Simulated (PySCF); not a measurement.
Ranking problems on computed properties.

Species are written as SMILES; each is one conformer at its optimised geometry, gas phase, non-relativistic unless stated; the electronic structure was computed with PySCF and density fitting.

The conformers computed, where there is a choice (atom-mapped SMILES and torsion angles):
- `[NH2+:1][c:2]1[cH:3][cH:4][c:5]([CH2:6][F:7])[cH:8][cH:9]1`: C4–C5–C6–F7 1°, H–N1–C2–C3 180°, H–N1–C2–C3 0°
- `[CH2+:1][CH:2][C:3]1([F:4])[CH2:5][O:6][CH2:7]1`: C1–C2–C3–F4 20°
- `[O:1]=[CH:2][c:3]1[cH:4][cH:5][c:6]([C:7](=[O:8])[Cl:9])[o:10]1`: O1–C2–C3–C4 0°, C5–C6–C7–O8 0°
- `[CH2:1]=[CH:2]/[C:3](=[CH:4]/[CH3:5])[C:6](=[O:7])[Cl:8]`: C1–C2–C3–C4 -165°, C2–C3–C6–O7 -124°
- `[CH3:1][S:2][C:3]1=[C:4][CH2:5][C:6](=[O:7])[O:8]1`: C1–S2–C3–C4 19°
- `[CH3:1][S:2](=[O:3])(=[O:4])[CH2:5]/[CH:6]=[C:7]\[C:8]#[N:9]`: C1–S2–C5–C6 70°, S2–C5–C6–C7 -105°
- `[CH3:1][S:2][C:3]1=[CH:4][CH:5][C:6](=[O:7])[O:8]1`: C1–S2–C3–C4 180°

The conformers of `O=C1CC[CH+][C](Cl)C1` [charge +1 and doublet state] aren't listed.

(1) Rank by smallest rotational constant, highest first (GFN2-xTB).
A. `C1C(F)([CH][CH2+])CO1` [radical]
B. `CS(=O)(=O)C/C=[C]\C#N` [radical]
C. `C=C/C(=C/C)C(=O)Cl`
D. `O=Cc1ccc(C(=O)Cl)o1`
E. `[NH2+]C1=CC=C(CF)C=C1` [radical]
F. `CSC1=[C]CC(=O)O1` [radical]

(2) Rank by isotropic g value, highest first (unrestricted B3LYP/pcH-1, mean-field spin–orbit at GFN2-xTB geometries).
A. `[CH2+][CH]C1(F)COC1` [radical]
B. `O=C1CC[CH+][C](Cl)C1` [radical]
C. `O=C1OC(=C[CH]1)SC` [radical]
D. `CSC1=[C]CC(=O)O1` [radical]
E. `[NH2+]c1ccc(CF)cc1` [radical]

(3) Give the two extremes of that set as shifts from the free-electron value 2.002319.

Results:

(1) A (1.907 GHz), C (1.061 GHz), F (0.890 GHz), E (0.800 GHz), B (0.665 GHz), D (0.527 GHz).

(2) B (2.00909), A (2.00534), C (2.00423), E (2.00279), D (2.00269).

(3) `CSC1=[C]CC(=O)O1` [doublet state]: +370 ppm; `O=C1CC[CH+][C](Cl)C1` [charge +1 and doublet state]: +6770 ppm.
